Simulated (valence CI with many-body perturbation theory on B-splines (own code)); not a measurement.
# E1 transitions of Sm²⁸⁺

Level of theory: relativistic CI+MBPT: six valence electrons over a frozen Dirac-Fock core [Ar] 3d10, a basis of 9 s, 9 p, 8 d, 6 f, 3 g, 1 h functions for each j, with the one-electron correlation potential Σ1 (screened to all orders), the two-electron term Σ2, the three-electron term Σ3, Breit, model QED; selected single and double excitations, second order for the rest, scaled by the run's own slope (own B-spline code, finite nucleus).

The last digits are not significant, and no measured levels were compared; by estimate large intervals hold to a few tenths of a per cent, small ones and those within an open d or f shell to about a per cent. Among the levels kept, up to 640 cm⁻¹ of a level comes from second order outside the variational space, and about a tenth of that is noise between levels of different J, which matters for small intervals.

Lines 51 to 90 of 90 in falling wavelength, among levels below 1404900 cm⁻¹, chosen from the strongest by gf and those to the six lowest levels. Wavelengths and rates use the calculated energies. Electric multipoles are in the length gauge, E1 and E2 with the static RPA response of the core. Weak lines are less certain than strong ones. Lines between different terms over intervals too small for the method are left out, as are lines whose strength nearly cancels. The highest levels of a list are the least certain.

Levels are named by their leading jj configuration (3d3/2^4 stands for four electrons in 3d with j = 3/2), which in mixed levels can hold well under half, so a name can repeat and another be missing. Letters in brackets count levels of one name in rising energy.

```
λ vac (nm)                               Upper                       Lower   A (s⁻¹)  S (a.u.)
     9.832  (4s^2 4p1/2 4p3/2^2 4d3/2) J=1 [d]    (4s^2 4p1/2 4p3/2^3) J=2  1.52e+09  2.14e-03
     9.820      (4s^2 4p1/2^2 4p3/2 4d5/2) J=1  (4s^2 4p1/2^2 4p3/2^2) J=0  1.18e+11  1.66e-01
     9.816  (4s^2 4p1/2 4p3/2^2 4d5/2) J=3 [b]    (4s^2 4p1/2 4p3/2^3) J=2  2.15e+09  7.02e-03
     9.741      (4s^2 4p1/2 4p3/2^2 4d5/2) J=0    (4s^2 4p1/2 4p3/2^3) J=1  1.55e+11  7.05e-02
     9.735  (4s^2 4p1/2 4p3/2^2 4d5/2) J=2 [a]    (4s^2 4p1/2 4p3/2^3) J=1  2.40e+08  5.47e-04
     9.647      (4s^2 4p1/2^2 4p3/2 4d5/2) J=3  (4s^2 4p1/2^2 4p3/2^2) J=2  1.38e+11  4.29e-01
     9.646  (4s^2 4p1/2 4p3/2^2 4d5/2) J=2 [b]    (4s^2 4p1/2 4p3/2^3) J=2  9.41e+10  2.08e-01
     9.565  (4s^2 4p1/2 4p3/2^2 4d3/2) J=1 [d]    (4s^2 4p1/2 4p3/2^3) J=1  9.72e+10  1.26e-01
     9.542  (4s^2 4p1/2 4p3/2^2 4d3/2) J=1 [e]    (4s^2 4p1/2 4p3/2^3) J=2  1.93e+11  2.48e-01
     9.441  (4s^2 4p1/2 4p3/2^2 4d5/2) J=3 [c]    (4s^2 4p1/2 4p3/2^3) J=2  1.84e+11  5.36e-01
     9.389  (4s^2 4p1/2 4p3/2^2 4d5/2) J=2 [b]    (4s^2 4p1/2 4p3/2^3) J=1  7.63e+10  1.56e-01
     9.340      (4s^2 4p1/2^2 4p3/2 4d5/2) J=1  (4s^2 4p1/2^2 4p3/2^2) J=2  3.96e+08  4.78e-04
     9.307  (4s^2 4p1/2 4p3/2^2 4d3/2) J=1 [a]  (4s^2 4p1/2^2 4p3/2^2) J=0  2.57e+08  3.07e-04
     9.290  (4s^2 4p1/2 4p3/2^2 4d3/2) J=1 [e]    (4s^2 4p1/2 4p3/2^3) J=1  3.10e+09  3.68e-03
     9.264      (4s^2 4p1/2 4p3/2^2 4d5/2) J=1    (4s^2 4p1/2 4p3/2^3) J=2  2.43e+11  2.87e-01
     9.131  (4s^2 4p1/2 4p3/2^2 4d5/2) J=2 [c]    (4s^2 4p1/2 4p3/2^3) J=2  2.19e+11  4.12e-01
     9.027      (4s^2 4p1/2 4p3/2^2 4d5/2) J=1    (4s^2 4p1/2 4p3/2^3) J=1  1.19e+11  1.30e-01
     8.934  (4s^2 4p1/2 4p3/2^2 4d3/2) J=1 [b]  (4s^2 4p1/2^2 4p3/2^2) J=0  1.36e+10  1.44e-02
     8.900  (4s^2 4p1/2 4p3/2^2 4d5/2) J=2 [c]    (4s^2 4p1/2 4p3/2^3) J=1  3.72e+11  6.47e-01
     8.875  (4s^2 4p1/2 4p3/2^2 4d3/2) J=1 [a]  (4s^2 4p1/2^2 4p3/2^2) J=2  1.29e+08  1.34e-04
     8.716  (4s^2 4p1/2 4p3/2^2 4d3/2) J=2 [a]  (4s^2 4p1/2^2 4p3/2^2) J=2  4.86e+09  7.94e-03
     8.572  (4s^2 4p1/2 4p3/2^2 4d3/2) J=3 [a]  (4s^2 4p1/2^2 4p3/2^2) J=2  5.48e+09  1.19e-02
     8.535  (4s^2 4p1/2 4p3/2^2 4d3/2) J=1 [b]  (4s^2 4p1/2^2 4p3/2^2) J=2  2.32e+10  2.14e-02
     8.304  (4s^2 4p1/2 4p3/2^2 4d5/2) J=3 [a]  (4s^2 4p1/2^2 4p3/2^2) J=2  6.31e+09  1.25e-02
     8.203  (4s^2 4p1/2 4p3/2^2 4d3/2) J=1 [c]  (4s^2 4p1/2^2 4p3/2^2) J=0  3.25e+08  2.66e-04
     8.149  (4s^2 4p1/2 4p3/2^2 4d3/2) J=2 [b]  (4s^2 4p1/2^2 4p3/2^2) J=2  3.72e+10  4.97e-02
     7.888  (4s^2 4p1/2 4p3/2^2 4d3/2) J=1 [d]  (4s^2 4p1/2^2 4p3/2^2) J=0  2.15e+11  1.56e-01
     7.866  (4s^2 4p1/2 4p3/2^2 4d3/2) J=1 [c]  (4s^2 4p1/2^2 4p3/2^2) J=2  4.27e+11  3.07e-01
     7.774  (4s^2 4p1/2 4p3/2^2 4d3/2) J=2 [c]  (4s^2 4p1/2^2 4p3/2^2) J=2  6.41e+11  7.43e-01
     7.703  (4s^2 4p1/2 4p3/2^2 4d3/2) J=3 [b]  (4s^2 4p1/2^2 4p3/2^2) J=2  7.78e+11  1.23e+00
     7.700  (4s^2 4p1/2 4p3/2^2 4d3/2) J=1 [e]  (4s^2 4p1/2^2 4p3/2^2) J=0  3.51e+11  2.37e-01
     7.682  (4s^2 4p1/2 4p3/2^2 4d5/2) J=2 [a]  (4s^2 4p1/2^2 4p3/2^2) J=2  2.00e+10  2.24e-02
     7.576  (4s^2 4p1/2 4p3/2^2 4d3/2) J=1 [d]  (4s^2 4p1/2^2 4p3/2^2) J=2  2.63e+11  1.69e-01
     7.566  (4s^2 4p1/2 4p3/2^2 4d5/2) J=3 [b]  (4s^2 4p1/2^2 4p3/2^2) J=2  4.04e+07  6.04e-05
     7.518      (4s^2 4p1/2 4p3/2^2 4d5/2) J=1  (4s^2 4p1/2^2 4p3/2^2) J=0  2.52e+11  1.59e-01
     7.465  (4s^2 4p1/2 4p3/2^2 4d5/2) J=2 [b]  (4s^2 4p1/2^2 4p3/2^2) J=2  8.25e+10  8.47e-02
     7.402  (4s^2 4p1/2 4p3/2^2 4d3/2) J=1 [e]  (4s^2 4p1/2^2 4p3/2^2) J=2  7.61e+10  4.57e-02
     7.341  (4s^2 4p1/2 4p3/2^2 4d5/2) J=3 [c]  (4s^2 4p1/2^2 4p3/2^2) J=2  8.08e+10  1.10e-01
     7.234      (4s^2 4p1/2 4p3/2^2 4d5/2) J=1  (4s^2 4p1/2^2 4p3/2^2) J=2  3.50e+07  1.96e-05
     7.152  (4s^2 4p1/2 4p3/2^2 4d5/2) J=2 [c]  (4s^2 4p1/2^2 4p3/2^2) J=2  4.15e+10  3.74e-02
```
